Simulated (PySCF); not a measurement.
# Spinor energies of Nd(3+) (neodymium, charge +3)

Start: [Xe] 4f3; 4f5/2 filled at m_j = +1/2, +3/2, +5/2. Calculated with PySCF 2.14 in x2c-TZVPPall-2c (11s11p10d4f2g, 140 functions): generalised Hartree-Fock with the X2C-1e Hamiltonian and a Gaussian nucleus; one run each with spin-orbit coupling (SO) switched off, then screened by Boettger's factors.

```tsv
spinor shell	electrons	ε, spin-free (eV)	ε, screened SO (eV)	weight of nominal j (screened SO)	rms radius, screened SO (bohr)
1s1/2	2	-43813.7	-43807.0	1.000	0.0269
2s1/2	2	-7226.1	-7224.1	1.000	0.109
2p1/2	2	-6456.5	-6821.2	1.000	0.0938
2p3/2	4	-6456.5	-6297.2	1.000	0.0998
3s1/2	2	-1640.4	-1639.7	1.000	0.283
3p1/2	2	-1392.4	-1467.0	1.000	0.275
3d3/2	4	-1047.8	-1061.7	0.998	0.260
3d5/2	6	-1047.8	-1037.8	0.999	0.263
4s1/2	2	-371.98	-371.74	1.000	0.644
4p1/2	2	-287.79	-305.23	0.988	0.665
4p3/2	4	-287.79	-279.88	0.994	0.692
4d3/2	4	-164.63	-170.25	0.833	0.755
4d5/2	6	-164.63	-160.66	0.889	0.762
5s1/2	2	-77.736	-77.690	1.000	1.55
5p1/2	2	-53.882	-56.770	0.959	1.70
5p3/2	4	-53.882	-52.573	0.979	1.79
4f5/2	3	-42.746	-42.790	0.803	1.03
```

(1) Where does 3p3/2 lie, and what is the 3p spin-orbit splitting (screened SO)?

```tsv
quantity	spin-free	screened SO
E (hartree)	-9616.20197	-9621.02341
M_J	9/2	9/2
⟨J²⟩	27.756	26.794
⟨L²⟩	42.004	41.721
⟨S²⟩	3.752	3.716
```

The determinant has a definite M_J but mixes levels of different J.

Each row is a mean over spinors that exchange with the open shell spreads, by up to 10.545 eV (4d3/2).

Rows whose weight is well below 1 are mixtures of j = l ± 1/2: exchange outweighs spin-orbit coupling there, and the label is only the starting occupation.

Breit and QED terms are absent; they matter most for the inner s and p1/2 levels.

Densities and radii are taken from the X2C orbitals without a picture-change correction, which distorts them close to the nucleus.

Without spin-orbit coupling the j labels of p, d and f shells carry no meaning; the spin-free column gives the mean over the occupied spinors of each nl shell, and its ⟨J²⟩ belongs to a mixture of degenerate components.

Answers

(1) At -1359.3 eV, 107.70 eV above 3p1/2.
